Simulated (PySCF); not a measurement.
**NdF3(NH3) at several levels of theory**

Computed with PySCF 2.14.0 (density fitting, no spin-orbit coupling) at the geometry relaxed with PBE0:

```xyz
8
NdF3(NH3) (singlet in the valence; each metal's 4f electrons, 3 of them, lie in its core potential, out of spins and levels)
Nd    0.1074   -0.1074    0.1074
F     1.1246    1.4069    1.1246
F    -1.4069   -1.1246    1.1246
F     1.1246   -1.1246   -1.4069
N    -1.3980    1.3980   -1.3980
H    -2.0090    2.0090   -0.8526
H    -0.8526    2.0090   -2.0090
H    -2.0090    0.8526   -2.0090
```

```json
{"level": "PBE0", "basis": "Nd lcecp-1-SVP with ECP49, F def2-SVP, N def2-SVP, H def2-SVP", "state": "singlet", "HOMO (eV)": "-9.20", "gap (eV)": "8.40", "charge on Nd1 (e)": "1.18", "population of f-type functions on Nd1 (polarisation alone where 4f lies in the core)": "0.11", "dipole about the centre of mass (D)": "6.09", "largest force component (eV/Å)": "0.00"}
{"level": "M06-L", "basis": "the same", "state": "singlet", "HOMO (eV)": "-7.55", "gap (eV)": "6.86", "charge on Nd1 (e)": "1.33", "population of f-type functions on Nd1 (polarisation alone where 4f lies in the core)": "0.10", "dipole about the centre of mass (D)": "5.94", "largest force component (eV/Å)": "0.18"}
{"level": "PBE0", "basis": "Nd lcecp-1-TZVP with ECP49, F def2-TZVP, N def2-TZVP, H def2-TZVP", "state": "singlet", "HOMO (eV)": "-9.39", "gap (eV)": "8.39", "charge on Nd1 (e)": "1.67", "population of f-type functions on Nd1 (polarisation alone where 4f lies in the core)": "0.13", "dipole about the centre of mass (D)": "6.06", "largest force component (eV/Å)": "0.23"}
```

In the lcecp rows the 4f levels are missing from HOMO and gap, and the state counts the valence alone.

Charges are Mulliken's, which hang on the basis. The relaxation used the grid (50, 194), these runs (75, 302) or, all-electron (x2c bases, spin-free X2C Hamiltonian), (99, 590).

What does BLYP with Nd lcecp-1-SVP with ECP49, F def2-SVP, N def2-SVP, H def2-SVP give here?

state singlet, HOMO (eV) -7.17, gap (eV) 5.62, charge on Nd1 (e) 0.92, population of f-type functions on Nd1 (polarisation alone where 4f lies in the core) 0.10, dipole about the centre of mass (D) 5.95, largest force component (eV/Å) 0.31. Time: 6.1 s on 2 threads of Arm Neoverse V1, on a shared host, from an already converged density.

In the first row's basis the gap widens with exact exchange: 5.6 to 6.9 eV for BLYP, M06-L (none); 8.4 eV for PBE0 (a fixed share).

An lcecp potential fixes the number of 4f electrons, so in runs with it no electron can move into or out of that shell.
